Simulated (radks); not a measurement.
Effect of the nuclear size on the tin ion Sn+, [Kr] 4d10 5s2 5p1. Calculated with a radial shooting solver on a logarithmic mesh with Libxc functionals: Dirac Kohn-Sham, BLYP, spin-unpolarised, spherical densities, finite nucleus; open shells fill j = l - 1/2 first; Fermi nuclear charge, rms radius 4.6519 fm. The rms radius is varied about that value; shifts are against it.

| rms radius (fm) | total energy shift (eV) | density at nucleus (e/bohr^3) | 1s1/2 shift (meV) | 2s1/2 shift (meV) | 3p1/2 shift (meV) | 4s1/2 shift (meV) | 4p1/2 shift (meV) | 5s1/2 shift (meV) | 5p1/2 shift (meV) |
|---|---|---|---|---|---|---|---|---|---|
| 3.8425 | -1.32 | 1.969e+05 | -552 | -63.1 | 0.732 | -2.34 | 0.216 | -0.212 | 0.053 |
| 4.4193 | -0.400 | 1.927e+05 | -168 | -19.2 | 0.222 | -0.711 | 0.066 | -0.064 | 0.016 |
| 4.6519 | 0 | 1.912e+05 | 0.000 | 0.000 | 0.000 | 0.000 | 0.000 | 0.000 | 0.000 |
| 4.9496 | 0.537 | 1.894e+05 | 225 | 25.8 | -0.299 | 0.955 | -0.088 | 0.086 | -0.021 |
| 5.3822 | 1.37 | 1.87e+05 | 574 | 65.6 | -0.760 | 2.43 | -0.224 | 0.220 | -0.055 |

Slopes of the eigenvalues against <r^2> in GHz/fm^2, as finite differences over the two radii next to the reference (eigenvalue slopes, not the field-shift constants of lines): 1s1/2 19100, 2s1/2 2190, 3p1/2 -25.4, 4s1/2 81.1, 4p1/2 -7.49, 5s1/2 7.34, 5p1/2 -1.82.
